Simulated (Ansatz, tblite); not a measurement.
Forces on Ag2Se⁺ at its PBE-D4/def2-TZVP geometry. Charge 1, multiplicity 2.

In the def2 sets Ag takes a core potential; there is no spin–orbit coupling. The xTB rows come from tblite. The structure comes from a short search, and lower isomers may exist.

GFN1-xTB (tblite), largest force 0.50 eV/Å:

```xyz
3
positions Å, forces eV/Å
Ag   -1.076    0.486   -1.409    0.200   -0.218    0.126
Ag    0.610    0.525    1.653    0.003   -0.223   -0.232
Se    0.466   -1.011   -0.244   -0.204    0.441    0.107
```

GFN2-xTB (tblite), largest force 0.07 eV/Å:

```
Ag 0.021 0.027 0.066
Ag -0.045 0.026 -0.053
Se 0.025 -0.053 -0.013
```

ωB97M-V/def2-TZVP (Ansatz), largest force 0.34 eV/Å:

```
Ag -0.183 0.150 -0.168
Ag 0.042 0.155 0.242
Se 0.141 -0.305 -0.074
```
